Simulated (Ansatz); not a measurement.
CH₇AlOSi₂ (`O=C[SiH2][SiH2][AlH2]`), relaxed with RKS PBE0-D4/def2-TZVP in the Gaussian-basis code of Ansatz from a PBE-D4/def2-SVP geometry. The force threshold is 0.005 eV/Å; the program also tests the step.

Total charge 0; spin multiplicity 1.

Start:

```xyz
12

O    -3.061    0.368   -1.637
C    -2.515    0.851   -0.663
Si   -0.580    1.014   -0.525
Si    0.275   -0.930    0.491
Al    2.731   -0.905    0.676
H    -3.128    1.192    0.235
H    -0.006    1.171   -1.906
H    -0.226    2.211    0.324
H    -0.360   -1.063    1.858
H    -0.198   -2.114   -0.321
H     3.509   -2.181    1.255
H     3.560    0.386    0.214
```

By how much does the energy fall, and how many steps does the optimiser take? (An estimate is asked.)

Ansatz gave: 6.58 kJ/mol, in 41 steps, 3 of them rejected.

Which bonds change most? (An estimate is asked.)

Ansatz gave: C2–H6 from 1.139 to 1.118 Å; Si4–H10 from 1.512 to 1.491 Å; Si4–H9 from 1.513 to 1.493 Å; C2–Si3 from 1.947 to 1.928 Å.

Give the relaxed structure. (Best estimate.)

Ansatz gave: 
```xyz
12

O    -3.108    0.385   -1.602
C    -2.455    0.833   -0.696
Si   -0.527    0.845   -0.694
Si    0.239   -0.894    0.680
Al    2.685   -0.844    0.728
H    -2.970    1.234    0.211
H    -0.043    0.703   -2.091
H    -0.076    2.150   -0.131
H    -0.370   -0.660    2.023
H    -0.323   -2.161    0.130
H     3.519   -1.677   -0.333
H     3.429    0.086    1.777
```
